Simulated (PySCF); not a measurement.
A PySCF script (with the pyscf-properties extension) for the NMR shieldings of `InChI=1S/CH11FSi4/c2-5-1-6(3)4/h6H,1,5H2,3-4H3`, on a GFN2-xTB geometry:

```python
import basis_set_exchange as bse
import numpy as np
from pyscf import gto, dft
from pyscf.prop import nmr

atoms = """
F    -1.107330   -0.486065   -2.378459
Si   -2.064726   -0.276935   -1.093959
C    -1.140604   -0.968741    0.398169
Si    0.629668   -0.266226    0.689981
Si    0.455705    1.998370    1.180048
Si    2.038546   -0.891801   -1.049371
H    -2.267826    1.163783   -1.023532
H    -3.274240   -1.016981   -1.430919
H    -1.739557   -0.799892    1.293406
H    -1.065629   -2.052462    0.291669
H     1.055928   -0.971943    1.928185
H     0.132986    2.804838   -0.001693
H     1.716777    2.530276    1.705232
H    -0.567136    2.332047    2.179443
H     3.439538   -0.706108   -0.649463
H     1.910922   -2.298470   -1.444864
H     1.839979   -0.081662   -2.250831
"""
names = dict.fromkeys(["F", "Si", "C", "H"], "pcSseg-1")
basis = {el: gto.basis.parse(bse.get_basis(n, elements=[el], fmt="nwchem")) for el, n in names.items()}
mol = gto.M(atom=atoms, basis=basis, charge=0, verbose=0)
mf = dft.RKS(mol, xc="PBE0")
mf.grids.level = 2
mf.grids.alignment = dft.numint.BLKSIZE   # the property module wants whole blocks of grid points
mf.conv_tol = 1e-9
mf.kernel()

calc = nmr.RKS(mf)   # GIAO
C = mf.mo_coeff
Co = C[:, mf.mo_occ > 0]
resp = mf.gen_response(singlet=True, hermi=2)
def vind(x):   # induced exchange potential for any number of trial vectors
    d = np.einsum("pi,xij,qj->xpq", C, 2 * x.reshape(-1, C.shape[1], Co.shape[1]), Co, optimize=True)
    return np.einsum("xpq,pi,qj->xij", resp(d - d.transpose(0, 2, 1)), C, Co, optimize=True).ravel()
mo1, _ = nmr.rhf.solve_mo1(calc, with_cphf=vind)
sigma = calc.kernel(mo1)
for i, s in enumerate(sigma):   # ppm
    w = np.linalg.eigvalsh((s + s.T) / 2)
    print("%2d %-2s iso %8.1f  s11 %8.1f  s22 %8.1f  s33 %8.1f" % (i, mol.atom_pure_symbol(i), w.mean(), *w))
```

**Question.** What does it print?

**Answer.** 
```
 0 F  iso    393.5  s11    361.3  s22    388.1  s33    431.1
 1 Si iso    340.4  s11    280.3  s22    339.8  s33    401.1
 2 C  iso    189.0  s11    176.4  s22    188.1  s33    202.4
 3 Si iso    435.0  s11    409.4  s22    423.3  s33    472.4
 4 Si iso    464.3  s11    441.8  s22    468.6  s33    482.6
 5 Si iso    459.1  s11    444.4  s22    455.1  s33    477.7
 6 H  iso     26.5  s11     23.5  s22     25.2  s33     30.8
 7 H  iso     26.3  s11     22.4  s22     24.3  s33     32.2
 8 H  iso     31.9  s11     26.3  s22     29.5  s33     40.0
 9 H  iso     31.1  s11     26.2  s22     28.6  s33     38.4
10 H  iso     27.3  s11     23.9  s22     25.0  s33     33.1
11 H  iso     28.0  s11     24.6  s22     26.5  s33     33.1
12 H  iso     28.2  s11     24.5  s22     25.8  s33     34.4
13 H  iso     28.2  s11     24.6  s22     26.0  s33     33.8
14 H  iso     28.2  s11     24.5  s22     25.7  s33     34.4
15 H  iso     28.1  s11     24.6  s22     26.1  s33     33.6
16 H  iso     28.0  s11     24.6  s22     26.7  s33     32.7
```

These numbers come from an equivalent density-fitted implementation of the same equations, which agrees with the script to about 0.01 ppm for H and up to a few tenths of a ppm for heavy atoms, so last digits may differ.

**Question.** Turn these shieldings into chemical shifts. Shifts are taken against calculated references (same method and geometry level): 19F (170.95 ppm) against CFCl3; 29Si (349.16 ppm), 13C (186.93 ppm), 1H (31.72 ppm) vs TMS.

**Answer.** Averaging equivalent atoms: F 0: -222.5; Si 1: 8.8; Si 3: -85.9; Si 4/5: -112.5; C 2: -2.0; H 6/7: 5.29; H 10: 4.40; H 11/12/13/14/15/16: 3.59; H 8/9: 0.21 ppm. Unscaled 19F shifts against computed CFCl3 carry errors that often reach 10 to 50 ppm.

Size and cost of the density-fitted run: 185 basis functions, 86 s wall time on 1 thread of an Intel Xeon, shared host; peak memory 0.84 GiB.
